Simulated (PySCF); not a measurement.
**Electron correlation in Zn (zinc, neutral)**

[Ar] 3d10 4s2, closed-shell 1S. Calculation: PySCF 2.14, in 6-31G* (5s4p2d1f, 34 functions); no relativity, point nucleus. Frozen: [Ar]; 12 electrons correlated.

MP2 pair energies summed by pair of shells (mhartree):

```
 pair   energy  share (%)
3d-3d  -205.21       83.2
3d-4s   -22.59        9.2
4s-4s   -18.86        7.6
```

Total MP2 correlation energy: -246.67 mhartree.

Same-spin part -83.74 and opposite-spin part -162.93 mhartree; SCS-MP2 scales them by 1/3 and 6/5 to -223.43 mhartree.

```
  level  correlation energy (mhartree)
   CCSD                        -233.47
    (T)                          -6.89
CCSD(T)                        -240.36
```

Diagnostics: T1 = 0.0098, D1 = 0.0280, largest double amplitude 0.092.

Cost of the coupled-cluster step: 0.14 s of wall time on 1 thread of Neoverse-V2 (shared host), for 12 correlated electrons.

Iterations:

```
CC2 = 0
CCSD nocc = 6, nmo = 25
frozen orbitals [0, 1, 2, 3, 4, 5, 6, 7, 8]
max_cycle = 100
direct = 0
conv_tol = 1e-08
conv_tol_normt = 1e-06
diis_space = 8
diis_start_cycle = 0
Init t2, MP2 energy = -1777.72776997902  E_corr(MP2) -0.246671715659958
Init E_corr(CCSD) = -0.24667171566113
cycle = 1  E_corr(CCSD) = -0.223185442158825  dE = 0.0234862735  norm(t1,t2) = 0.0549772
cycle = 2  E_corr(CCSD) = -0.233061173394121  dE = -0.00987573124  norm(t1,t2) = 0.0209298
cycle = 3  E_corr(CCSD) = -0.232200541324055  dE = 0.00086063207  norm(t1,t2) = 0.00810128
cycle = 4  E_corr(CCSD) = -0.233477673746235  dE = -0.00127713242  norm(t1,t2) = 0.00242387
cycle = 5  E_corr(CCSD) = -0.233477669645444  dE = 4.1007904e-09  norm(t1,t2) = 0.000193734
cycle = 6  E_corr(CCSD) = -0.233470045028557  dE = 7.62461689e-06  norm(t1,t2) = 5.49551e-05
cycle = 7  E_corr(CCSD) = -0.233467779398329  dE = 2.26563023e-06  norm(t1,t2) = 8.50884e-06
cycle = 8  E_corr(CCSD) = -0.23346835737927  dE = -5.77980941e-07  norm(t1,t2) = 1.42272e-06
cycle = 9  E_corr(CCSD) = -0.233468378698527  dE = -2.1319257e-08  norm(t1,t2) = 4.15402e-07
cycle = 10  E_corr(CCSD) = -0.233468364198678  dE = 1.44998484e-08  norm(t1,t2) = 8.29622e-08
cycle = 11  E_corr(CCSD) = -0.233468364775743  dE = -5.77064452e-10  norm(t1,t2) = 1.73926e-08
CCSD converged
E(CCSD) = -1777.714566628141  E_corr = -0.2334683647757426
CCSD(T) correction = -0.0068924846107653
```
